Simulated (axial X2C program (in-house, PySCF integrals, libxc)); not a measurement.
# NaI: from the spin-free to the two-component result

Computed with an in-house all-electron X2C program for linear molecules (integrals from PySCF). Spin-free means the one-electron spin-free X2C Hamiltonian; two-component (2c) means X2C with spin–orbit coupling and atomic mean-field two-electron Coulomb and Gaunt terms, so the difference of the two also holds small scalar two-electron terms. Basis: I dyall-cv3z [11s12p8d4f1g], Na dyall-cv3z [9s8p5d2f] (cores contracted in-house); Gaussian nuclei, density fitting, unrestricted open shells. Masses: I 126.904 u, Na 22.990 u.

Spin-free state: M_S = 0, Λ = 0 (closed shell); fragments I + Na.

| level | Re (Å) | ωe (cm⁻¹) | De (eV) | μ (D) |
| --- | --- | --- | --- | --- |
| PBE0 | 2.713 | 258.6 | 3.236 | 8.92 |
| HF | 2.754 | 252.9 | 2.408 | 9.73 |
| MP2 | 2.753 | 252.2 | 3.281 | n/a |
| CCSD | 2.751 | 252.5 | 3.180 | n/a |
| CCSD(T) | 2.752 | 252.0 | 3.241 | n/a |

Correlated methods: 8 electrons correlated (number of frozen shells: I 4 s, 3 p, 2 d; Na 2 s, 1 p), 268 virtual spin orbitals or spinors in MP2, 86 natural virtuals in coupled cluster.

Dipoles are positive if Na is the positive end.

Two-component determinant lowest at the distance of the search:

Ω = 0 (closed shell); fragments I + Na.

```tsv
level	Re (Å)	ωe (cm⁻¹)	De (eV)	μ (D)
PBE0	2.716	257.2	2.973	8.86
HF	2.756	251.9	2.106	9.70
MP2	2.755	251.3	3.003	n/a
CCSD	2.754	251.9	2.894	n/a
CCSD(T)	2.755	251.2	2.956	n/a
```

(1) From the two tables, how do the constants change at the CCSD(T) level (2c against spin-free)?

The state is a single determinant with fixed occupations, the lowest that a limited PBE0 search found. The closed shell is kept restricted, so the energy runs too high when the bond is stretched far. Dissociation energies refer to the lowest single-determinant-based atoms at the same level and basis. Coupled cluster ran in a truncated set of natural virtual spinors; the MP2 energy of the rest was added. (T) has no such correction and the atoms are truncated less, which lowers De at CCSD(T) by a hundredth of an eV or more. Without a current term, density functionals place determinants with orbital angular momentum somewhat too high. With the outer-core shells frozen, correlated bond lengths of heavy atoms tend to come out a few hundredths of an ångström too long.

Answers

(1) At the CCSD(T) level Re goes up by 0.003 Å and ωe decreases by 0.8 cm⁻¹; De changes by -0.285 eV.
